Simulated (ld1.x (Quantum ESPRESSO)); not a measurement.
Plane-wave convergence, ultrasoft potential for selenium

Se, ultrasoft, made with ld1.x (Quantum ESPRESSO) 7.5 (PBE, scalar-relativistic). Core [Ar] 3d10, reference 4s2 4p4. Waves: 4s (bound): rcut 1.40, rcutus 1.60 bohr; 4s channel at 0.2 Ry: rcut 1.40, rcutus 1.60 bohr; 4p (bound): rcut 1.60, rcutus 1.75 bohr; 4p channel at 2.7 Ry: rcut 1.60, rcutus 1.75 bohr. Local part: all-electron potential smoothed inside 1.55 bohr (lloc = -1). Core correction: a·sin(br)/r model core inside 0.95 bohr. Augmentation charge: PSQ, radius 1.15 bohr.

The pseudo-atom Hamiltonian at the reference potential is diagonalised in spherical Bessel functions j_l(qr) that vanish at 20 bohr, with q² up to the cutoff. All-electron valence levels (Ry): 4s -1.2706, 4p -0.4786.

**Question.** How do the lowest levels (Ry) of each channel move with the cutoff, and are there ghosts?

**Answer.**

| cutoff (Ry) | s #1 | p #1 | d #1 | d #2 | f #1 | Σ f·Δε (mRy) |
| --- | --- | --- | --- | --- | --- | --- |
| 8 | -1.2602 | -0.4713 | 0.0651 | 0.1390 | 0.1158 | 50.5 |
| 10 | -1.2648 | -0.4762 | 0.0648 | 0.1373 | 0.1158 | 21.6 |
| 15 | -1.2698 | -0.4782 | 0.0644 | 0.1348 | 0.1158 | 3.4 |
| 18 | -1.2703 | -0.4783 | 0.0642 | 0.1338 | 0.1158 | 2.0 |
| 21 | -1.2703 | -0.4784 | 0.0642 | 0.1334 | 0.1158 | 1.7 |
| 25 | -1.2704 | -0.4785 | 0.0641 | 0.1332 | 0.1158 | 1.1 |
| 35 | -1.2706 | -0.4786 | 0.0641 | 0.1330 | 0.1158 | 0.3 |
| 40 | -1.2706 | -0.4786 | 0.0641 | 0.1329 | 0.1158 | 0.3 |
| 400 | -1.2707 | -0.4787 | 0.0641 | 0.1329 | 0.1158 | 0.0 |

Result: no extra level below or beside the all-electron valence levels (s, p, d, f tested); 10 mRy is reached at 12 Ry and 1 mRy at 30 Ry.
